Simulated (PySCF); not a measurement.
C4H12O3Si.
Atom-mapped SMILES: `[CH3:1][O:2][Si:3]([CH3:4])([O:5][CH3:6])[O:7][CH3:8]` (hydrogens: H9, H10, H11 on C1; H12, H13, H14 on C4; H15, H16, H17 on C6; H18, H19, H20 on C8)

The same species was optimised twice, with GFN2-xTB and with PBE0-D3(BJ)/def2-SVP (PySCF), and the same property calculations (PySCF, gas phase) were run on both structures.

```csv
coordinate,GFN2-xTB,PBE0-D3(BJ)/def2-SVP,change
Si3–C4 (Å),1.910,1.859,-0.051
Si3–O5 (Å),1.624,1.651,+0.027
Si3–O7 (Å),1.625,1.651,+0.026
O2–Si3 (Å),1.625,1.650,+0.025
C1–O2 (Å),1.401,1.398,-0.003
O5–C6 (Å),1.400,1.398,-0.002
O7–C8 (Å),1.400,1.398,-0.002
Si3–O5–C6 (°),128.6,126.0,-2.6
Si3–O7–C8 (°),127.9,126.0,-1.9
C1–O2–Si3 (°),127.3,126.1,-1.2
C4–Si3–O5 (°),112.4,111.3,-1.1
O2–Si3–O7 (°),106.6,107.4,+0.8
O5–Si3–O7 (°),106.7,107.5,+0.8
O2–Si3–C4 (°),111.8,111.3,-0.5
O2–Si3–O5 (°),107.3,107.7,+0.4
C1–O2–Si3–C4 (°),65,73,+8
O2–Si3–O5–C6 (°),-58,-52,+6
O2–Si3–O7–C8 (°),-172,-166,+6
```

Rotational constants: A = 1597, B = 1578, C = 1107 MHz (GFN2-xTB) against A = 1595, B = 1581, C = 1101 MHz (PBE0-D3(BJ)/def2-SVP). Atoms that the bonding makes alike are paired by their places after alignment.

On the GFN2-xTB structure: HOMO (eV) -7.88 [PBE0/pcSseg-1]; LUMO (eV) 1.22 [PBE0/pcSseg-1]; dipole (D) 1.50 [PBE0/pcSseg-1]; GIAO shielding of C1/C6/C8 (mean) (ppm) 134.7 [PBE0/pcSseg-1]; GIAO shielding of O2/O5/O7 (mean) (ppm) 305.9 [PBE0/pcSseg-1]; GIAO shielding of Si3 (ppm) 399.4 [PBE0/pcSseg-1]; GIAO shielding of C4 (ppm) 195.4 [PBE0/pcSseg-1].

Q: What do these properties become on the PBE0-D3(BJ)/def2-SVP structure?

A: 
```tsv
property	level	on GFN2-xTB	on PBE0-D3(BJ)/def2-SVP	change
HOMO (eV)	PBE0/pcSseg-1	-7.88	-7.91	-0.03
LUMO (eV)	PBE0/pcSseg-1	1.22	1.18	-0.04
dipole (D)	PBE0/pcSseg-1	1.50	1.41	-0.09
energy, GFN2-xTB geometry as zero (kcal/mol)	PBE0/pcSseg-1	0.0	-1.5	-1.5
GIAO shielding of C1/C6/C8 (mean) (ppm)	PBE0/pcSseg-1	134.7	133.2	-1.5
GIAO shielding of O2/O5/O7 (mean) (ppm)	PBE0/pcSseg-1	305.9	304.0	-1.9
GIAO shielding of Si3 (ppm)	PBE0/pcSseg-1	399.4	391.3	-8.1
GIAO shielding of C4 (ppm)	PBE0/pcSseg-1	195.4	195.4	0.0
```

The heavy atoms differ by 0.048 Å rms after alignment. Among bonds between heavy atoms Si3–C4 changes most (-0.051 Å). Changes are differences of the printed values. Neither structure is proved a minimum here.

The values belong to the conformer `[CH3:1][O:2][Si:3]([CH3:4])([O:5][CH3:6])[O:7][CH3:8]`: C1–O2–Si3–C4 73°, O2–Si3–O5–C6 -52°, O2–Si3–O7–C8 -166°.
